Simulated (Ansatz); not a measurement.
**Nudged elastic band run: CuSi16, charge +1**

input.yaml

```yaml
crystal:
  lattice:
    - [0.0, 5.43, 5.43]
    - [5.43, 0.0, 5.43]
    - [5.43, 5.43, 0.0]
  atoms:
    - { symbol: Si, position: [0.00054844, 0.00038858, 0.00687436] }
    - { symbol: Si, position: [0.11278074, 0.11229648, 0.16258793] }
    - { symbol: Si, position: [-0.01070987, -0.01169885, 0.53398459] }
    - { symbol: Si, position: [0.13070667, 0.13020901, 0.61903378] }
    - { symbol: Si, position: [0.00057634, 0.49212446, 0.00687005] }
    - { symbol: Si, position: [0.13279704, 0.62799331, 0.11118205] }
    - { symbol: Si, position: [0.00237604, 0.50595484, 0.48565193] }
    - { symbol: Si, position: [0.13075832, 0.61992016, 0.61905728] }
    - { symbol: Si, position: [0.49258345, 5.701e-05, 0.00729382] }
    - { symbol: Si, position: [0.62819252, 0.13290713, 0.11120672] }
    - { symbol: Si, position: [0.50641512, 0.00221079, 0.48565316] }
    - { symbol: Si, position: [0.62090507, 0.12987649, 0.6193415] }
    - { symbol: Si, position: [0.5046758, 0.50486712, -0.01439482] }
    - { symbol: Si, position: [0.62821629, 0.62768683, 0.11120819] }
    - { symbol: Si, position: [0.50645266, 0.50569803, 0.48565512] }
    - { symbol: Si, position: [0.62947646, 0.62919777, 0.61214459] }
    - { symbol: Cu, position: [0.2368986, 0.23563565, 0.79161785] }
total_charge: 1
basis:
  ecutwfc: 420.0
kpoints:
  mp_grid: { grid: [2, 2, 2] }
hamiltonian:
  xc: pbe
  pseudopotentials: { kind: paw, azcp: { folder: soft_1 } }
scf:
  occupations: { method: fermi_dirac, width: 0.05 }
  lower_state_search: "off"
neb:
  images: 3
  f_tol: 0.05
  initial_path: linear
  max_iterations: 65
  optimiser: lbfgs
  final_atoms:
    - { symbol: Si, position: [-0.00415644, -0.00430857, -0.00415065] }
    - { symbol: Si, position: [0.12027891, 0.12030642, 0.12027993] }
    - { symbol: Si, position: [-0.00262198, -0.00308893, 0.49219973] }
    - { symbol: Si, position: [0.11942948, 0.11868997, 0.62283622] }
    - { symbol: Si, position: [-0.00288327, 0.49223212, -0.00289601] }
    - { symbol: Si, position: [0.11911341, 0.62271311, 0.11908788] }
    - { symbol: Si, position: [0.00509783, 0.49450933, 0.49482651] }
    - { symbol: Si, position: [0.13300421, 0.6244793, 0.62464945] }
    - { symbol: Si, position: [0.49219554, -0.00307597, -0.00262638] }
    - { symbol: Si, position: [0.62283415, 0.11870749, 0.1194182] }
    - { symbol: Si, position: [0.49525976, 0.00382863, 0.49525927] }
    - { symbol: Si, position: [0.62495611, 0.13231258, 0.62494832] }
    - { symbol: Si, position: [0.49484624, 0.4945316, 0.00504473] }
    - { symbol: Si, position: [0.62466652, 0.6244929, 0.13297225] }
    - { symbol: Si, position: [0.51271716, 0.51214668, 0.51270467] }
    - { symbol: Si, position: [0.63669735, 0.6354692, 0.63664295] }
    - { symbol: Cu, position: [0.3894484, 0.38766102, 0.38937101] }
  order_check: true
```

Command:

```bash
$ ansatz run input.yaml --threads 1 --pin off --max-ram 3072MiB --backend cpu --events-out ev --progress --plain --runs-dir out
```

Output, in part (warnings, iteration lines):

```
NEB end point (image 0): max|allowed force component| = 9.987e-3 eV/Å (the criterion of neb.relax_end_points is 1.000e-2)
NEB end point (image 4): max|allowed force component| = 8.372e-3 eV/Å (the criterion of neb.relax_end_points is 1.000e-2)
NEB iter   1: max|band force component| = 2.137e0 eV/Å  barrier→ = 0.6920 eV  barrier← = 0.6920 eV  Δτ_max = 0.0312 Å  (49 SCF iters)
NEB iter   2: max|band force component| = 1.326e0 eV/Å  barrier→ = 0.4915 eV  barrier← = 0.4916 eV  Δτ_max = 0.0645 Å  (22 SCF iters)
NEB iter   3: max|band force component| = 4.291e-1 eV/Å  barrier→ = 0.2583 eV  barrier← = 0.2583 eV  CI = image 2  Δτ_max = 0.0087 Å  (25 SCF iters)
NEB iter   4: max|band force component| = 3.763e-1 eV/Å  barrier→ = 0.2471 eV  barrier← = 0.2472 eV  CI = image 2  Δτ_max = 0.1604 Å  (18 SCF iters)
NEB iter   5: max|band force component| = 2.764e-1 eV/Å  barrier→ = 0.1248 eV  barrier← = 0.1248 eV  CI = image 2  Δτ_max = 0.0962 Å  (25 SCF iters)
NEB iter   6: max|band force component| = 3.376e-1 eV/Å  barrier→ = 0.0613 eV  barrier← = 0.0613 eV  CI = image 2  Δτ_max = 0.0050 Å  (25 SCF iters)
NEB iter   7: max|band force component| = 2.449e-1 eV/Å  barrier→ = 0.0548 eV  barrier← = 0.0548 eV  CI = image 2  Δτ_max = 0.0228 Å  (17 SCF iters)
NEB iter   8: max|band force component| = 1.022e-1 eV/Å  barrier→ = 0.0414 eV  barrier← = 0.0415 eV  CI = image 2  Δτ_max = 0.0107 Å  (20 SCF iters)
NEB iter   9: max|band force component| = 1.202e-1 eV/Å  barrier→ = 0.0370 eV  barrier← = 0.0370 eV  CI = image 2  Δτ_max = 0.0024 Å  (18 SCF iters)
NEB iter  10: max|band force component| = 1.104e-1 eV/Å  barrier→ = 0.0362 eV  barrier← = 0.0363 eV  CI = image 2  Δτ_max = 0.0228 Å  (16 SCF iters)
NEB iter  11: max|band force component| = 9.092e-2 eV/Å  barrier→ = 0.0318 eV  barrier← = 0.0318 eV  CI = image 2  Δτ_max = 0.0255 Å  (19 SCF iters)
NEB iter  12: max|band force component| = 1.017e-1 eV/Å  barrier→ = 0.0288 eV  barrier← = 0.0288 eV  CI = image 2  Δτ_max = 0.0023 Å  (20 SCF iters)
NEB iter  13: max|band force component| = 6.984e-2 eV/Å  barrier→ = 0.0280 eV  barrier← = 0.0280 eV  CI = image 2  Δτ_max = 0.0071 Å  (16 SCF iters)
NEB iter  14: max|band force component| = 5.228e-2 eV/Å  barrier→ = 0.0270 eV  barrier← = 0.0270 eV  CI = image 2  Δτ_max = 0.0071 Å  (18 SCF iters)
NEB iter  15: max|band force component| = 6.098e-2 eV/Å  barrier→ = 0.0268 eV  barrier← = 0.0268 eV  CI = image 2  Δτ_max = 0.0011 Å  (17 SCF iters)
NEB iter  16: max|band force component| = 4.384e-2 eV/Å  barrier→ = 0.0266 eV  barrier← = 0.0267 eV  CI = image 2  Δτ_max = 0.1966 Å  (14 SCF iters)
NEB iter  17: max|band force component| = 6.225e-1 eV/Å  barrier→ = 0.0372 eV  barrier← = 0.0372 eV  CI = image 2  Δτ_max = 0.0984 Å  (9 SCF iters)
NEB iter  18: max|band force component| = 9.793e-2 eV/Å  barrier→ = 0.0347 eV  barrier← = 0.0347 eV  CI = image 2  Δτ_max = 0.0275 Å  (22 SCF iters)
NEB iter  19: max|band force component| = 1.788e-2 eV/Å  barrier→ = 0.0347 eV  barrier← = 0.0347 eV  CI = image 2  Δτ_max = 0.0000 Å  (294 SCF iters)
```

It converged. The band force fell under the threshold earlier too, but the program's further tests of the path sent the band on. A structure lower than the last end lies on the path between it and the top, so the climb from that side starts below the end, which may itself be a saddle point or a shallow side well. By the program's own check the climbing image is a first-order saddle point (lowest curvatures found: -0.56 and 0.96 eV/Å²). Limits of this set-up: coarse k mesh, charged cell in a uniform background, uncorrected.

Final band (atoms are numbered from 1 in the order of the input):

| image | path coordinate (Å) | energy (eV) | Si1–Cu17 (Å) | Si2–Cu17 (Å) | Si5–Cu17 (Å) |
| --- | --- | --- | --- | --- | --- |
| 0 | 0.00 | 0.000 | 2.57 | 2.33 | 2.57 |
| 1 | 0.90 | 0.001 | 2.94 | 2.52 | 2.94 |
| 2 | 1.80 | 0.035 | 3.51 | 3.29 | 3.52 |
| 3 | 2.47 | -0.012 | 4.03 | 4.05 | 4.01 |
| 4 | 3.14 | 0.000 | 4.57 | 4.59 | 4.33 |

Run time: 13 min on 1 thread of Intel(R) Xeon(R) Platinum 8259CL CPU @ 2.50GHz (Skylake/Cascade Lake), on a shared host, peak memory 0.9 GiB.
